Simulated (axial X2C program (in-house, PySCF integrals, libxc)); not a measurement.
## RuCl: bond constants with and without spin–orbit coupling

Computed with an in-house all-electron X2C program for linear molecules (integrals from PySCF). Spin-free means the one-electron spin-free X2C Hamiltonian; two-component (2c) means X2C with spin–orbit coupling and atomic mean-field two-electron Coulomb and Gaunt terms, so the difference of the two also holds small scalar two-electron terms. Basis: Ru dyall-cv3z [12s12p8d5f3g], Cl dyall-av3z [9s8p3d2f] (cores contracted in-house); Gaussian nuclei, density fitting, unrestricted open shells. Masses: Ru 101.904 u, Cl 34.969 u.

State, spin-free: M_S = 3/2, Λ = 2 (beyond evenly filled blocks: π+α, π-α, δ+α, δ+β, δ-α); electrons by block: σα: 14, σβ: 14, π+α: 7, π+β: 6, π-α: 7, π-β: 6, δ+α: 2, δ+β: 2, δ-α: 2, δ-β: 1. Fragments: Ru + Cl.

State, 2c: Ω = 7/2 (⟨Sz⟩ = 1.49, ⟨Lz⟩ = 2.01 at PBE0); electrons by block: 1/2: 20, -1/2: 21, 3/2: 9, -3/2: 8, 5/2: 2, -5/2: 1. Fragments: Ru + Cl.

```
Hamiltonian      level  Re (Å)  ωe (cm⁻¹)  ωexe (cm⁻¹)  De (eV)  μ (D)
  spin-free       PBE0   2.231      354.3         1.27     3.50  -4.72
  spin-free         HF   2.391      297.9        0.966     2.23  -7.07
  spin-free        MP2   2.243      347.6          1.2     3.56    n/a
  spin-free       CCSD   2.270      339.0         1.11     3.33    n/a
  spin-free    CCSD(T)   2.255      345.8         1.17     3.42    n/a
  spin-free  BHandHLYP   2.285      334.0         1.12     3.24  -5.60
         2c       PBE0   2.232      354.1         1.27      n/a  -4.72
         2c         HF   2.392      297.7        0.963      n/a  -7.07
         2c        MP2   2.245      347.4          1.2      n/a    n/a
         2c       CCSD   2.272      338.6          1.1      n/a    n/a
         2c    CCSD(T)   2.257      345.4         1.17      n/a    n/a
         2c  BHandHLYP   2.286      333.9         1.13      n/a  -5.60
```

Correlated methods: 15 electrons correlated (number of frozen shells: Ru 4 s, 3 p, 1 d; Cl 2 s, 1 p), 289 virtual spin orbitals or spinors in MP2, 110 natural virtuals in coupled cluster.

Dipoles are positive if Cl is the positive end.

The state is one determinant whose occupation by symmetry is held fixed; it was picked as the lowest of a PBE0 search that is not exhaustive. Dissociation energies refer to the lowest single-determinant-based atoms at the same level and basis. De is not given where an atomic determinant may have missed its ground term or J level, or where the truncated virtual space spoils (T). Density functionals use the spin component along the axis (collinear). Coupled cluster ran in a truncated set of natural virtual spinors; the MP2 energy of the rest was added. (T) has no such correction and the atoms are truncated less, which lowers De at CCSD(T) by a hundredth of an eV or more. PBE0 can misorder states that lie within some tenths of an eV, so this need not be the ground state of the molecule. The nearest other spin-free determinant of the search, M_S = 3/2, Λ = 3, lies 0.07 eV up at the distance of the search. The functionals have no current-density term, which raises determinants with orbital currents, atoms included. With several unpaired electrons one determinant need not be a pure state.

Rough cost a point (2c) on 1 thread(s) of a shared host, integrals apart: PBE0 1.5 s, HF 1.4 s, CCSD(T) 27 s, BHandHLYP 1.9 s.

The whole task took 8.9 min on 1 thread of Arm Neoverse N1, with other jobs on the host.
